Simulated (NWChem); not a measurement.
System: C$_{3}$H$_{5}$F; SMILES C/C=C\F

NWChem input:

```
start job
memory heap 200 mb stack 900 mb global 1100 mb
geometry units angstroms noautoz
  C      0.551505     1.484022     0.000000
  C     -0.651118     0.591119     0.000000
  C     -0.616208    -0.750182     0.000000
  F      0.538386    -1.447688     0.000000
  H      1.488401     0.895530     0.000000
  H      0.560069     2.149442     0.889689
  H      0.560069     2.149442    -0.889689
  H     -1.654755     1.046790     0.000000
  H     -1.502902    -1.405544     0.000000
end
basis spherical
  * library def2-svp
end
dft
  xc xctpssh
  iterations 150
  mulliken
end
task dft energy
```

The geometry was optimised at PBE-D3(BJ)/def2-SVP.

Q: What results follow from this input? (TPSSh/def2-SVP.) Quantities: energy (Ha); highest occupied level (eV); orbital gap (eV); dipole (D).

A: The energy (Ha) is -216.99 and the highest occupied level (eV) is -6.37. The orbital gap (eV) comes out as 6.59 and the dipole (D) is 1.29.
